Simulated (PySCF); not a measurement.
**Working out the ionisation energy of As+**

As+ [Ar] 3d10 4s2 4p2 (3P) → As(2+) [Ar] 3d10 4s2 4p1 (2P). All numbers are calculated (PySCF 2.14, scalar relativity by spin-free X2C-1e, in x2c-TZVPPall). Frozen: [Ne]. Energies in hartree (1 hartree = 27.21139 eV):

| part | As+ (lower) | As(2+) (upper) |
| --- | --- | --- |
| UHF | -2258.663367 | -2258.004112 |
| MP2 opposite-spin | -0.210604 | -0.201389 |
| MP2 same-spin | -0.099503 | -0.090590 |

Problem. What does Hartree-Fock give?

Solution. (-2258.004112) − (-2258.663367) = 0.659255 hartree = 17.939 eV.

Problem. What do MP2 and SCS-MP2 (6/5 opposite-spin, 1/3 same-spin) give?

Solution. The opposite-spin parts differ by 0.251 eV and the same-spin parts by 0.243 eV. MP2: 17.939 + (0.251) + (0.243) = 18.433 eV. SCS-MP2: 17.939 + 1.2 × (0.251) + (0.243)/3 = 18.321 eV.

A first-order spin-orbit estimate adds -0.034 eV to MP2 (valence and next inner shell), giving 18.399 eV against 18.589 eV (measured; NIST Atomic Spectra Database, ionization energies).

What remains against the reference includes basis incompleteness, the frozen core and correlation beyond second order.
